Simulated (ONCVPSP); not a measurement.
## What one change does to a pseudopotential (Si, ONCV)

ONCVPSP 4.0.1 input, shortened (lines: element, Z, core and valence counts, functional; n l f; lmax; l rc ep ncon nbas qcut; lloc lpopt rc5 dvloc0; l nproj debl; icmod fcfact rcfact), PBEsol, scalar-relativistic:

```
  Si 14.00    3    2  -116133      upf
    1    0    2.00
    2    0    2.00
    2    1    6.00
    3    0    2.00
    3    1    1.75
    1
    0    1.95    0.00    4    8    3.50
    1    1.50    0.00    4    8    5.60
    4    5    1.25   -1.00
    0    2    2.30
    1    1    1.20
    3    3.75    1.80
```

Change: s: rc 2.4.

Cutoffs: the cutoffs (Ha) at which the residual kinetic energy of the hardest occupied pseudo-wave falls to 1 and 0.1 mHa per electron; they do not see the model core or the augmentation charge, which bear on the density cutoff. Errors are all-electron minus pseudo energies relative to the spin-unpolarised reference configuration.

Task: How do hardness, ghosts and transferability respond?

Result: The potential gets softer (7.4 Ha and 59 Ha → 5.0 Ha and 59 Ha); of the 4 tests that both files solve, the error grows in 0 and shrinks in 1 by more than 15 % and 0.3 meV (median size 18.4 → 14.2 meV); neither file shows a bound ghost. A larger radius leaves more room for a smooth pseudo-wave, so fewer plane waves are needed.

| quantity | base | changed |
| --- | --- | --- |
| cutoff, loose | 7.4 Ha | 5.0 Ha |
| cutoff, tight | 59 Ha | 59 Ha |
| loose cutoff by channel | s 7.4 Ha, p 4.0 Ha | s 5.0 Ha, p 4.0 Ha |
| bound ghosts | none | none |
| GHOST(+) flags under 300 eV | s at 84.2 eV | s at 68.4 eV |
| error for 3s2 3p2, meV [ΔE -1.23 eV] | +0.2 | +0.2 |
| error for 3s2 3p1, meV [ΔE 6.48 eV] | -0.4 | +0.3 |
| error for 3s2 3p0, meV [ΔE 22.45 eV] | -36 | -28 |
| error for 3s1 3p0, meV [ΔE 56.35 eV] | -329 | -362 |
| p: phases at 1.52 bohr within 0.05 rad from the reference energy up to (Ha; the scan ends near 5) | 0.6 | 0.6 |
| rms error of d²Exc/dni dnj with the model core, mHa | 4.54 | 4.75 |
